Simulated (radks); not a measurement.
Spherical jellium clusters: N electrons in a uniform positive sphere of charge N and radius rs N^(1/3), rs = 3.12 bohr. Calculated with a radial shooting solver with Libxc functionals: non-relativistic Kohn-Sham, PBE, spin-polarised, spherical densities. Levels are named by radial order and angular momentum (1s, 1p, 1d, 2s, ...), and open shells are averaged over m.

N = 17, configuration 1s2 1p6 1d(up 5, down 4). This is the lowest configuration that the search found. Occupied and some empty levels:

| level | occupation | eigenvalue (eV) | <r> (bohr) |
|---|---|---|---|
| 1s up | 1 | -6.8011 | 4.870 |
| 1s down | 1 | -6.7529 | 4.778 |
| 1p up | 3 | -5.3189 | 5.998 |
| 1p down | 3 | -5.2157 | 5.961 |
| 1d up | 5 | -3.5899 | 6.844 |
| 1d down | 4 | -3.4661 | 6.839 |
| 2s up | 0 | -3.1000 | 6.052 |
| 2s down | 0 | -3.0647 | 6.074 |
| 1f up | 0 | -1.6901 | 7.732 |
| 1f down | 0 | -1.5652 | 7.764 |
| 2p up | 0 | -1.2141 | 8.331 |
| 2p down | 0 | -1.1616 | 8.369 |

Energy (eV): total -28.2891, kinetic 46.030, external -1148.5, Hartree 562.07, exchange-correlation -76.048, background 588.16.

Electron density:

| r (bohr) | n(r) (e/bohr^3) |
|---|---|
| 0.263 | 0.004107 |
| 1.26 | 0.004618 |
| 2.25 | 0.005793 |
| 3.24 | 0.007402 |
| 4.23 | 0.008794 |
| 5.23 | 0.009058 |
| 6.22 | 0.007611 |
| 7.21 | 0.004926 |
| 8.20 | 0.002382 |
| 9.20 | 0.0009208 |
| 10.2 | 0.0003193 |
| 11.2 | 0.0001064 |
| 12.2 | 0.00003477 |
| 13.2 | 0.00001105 |
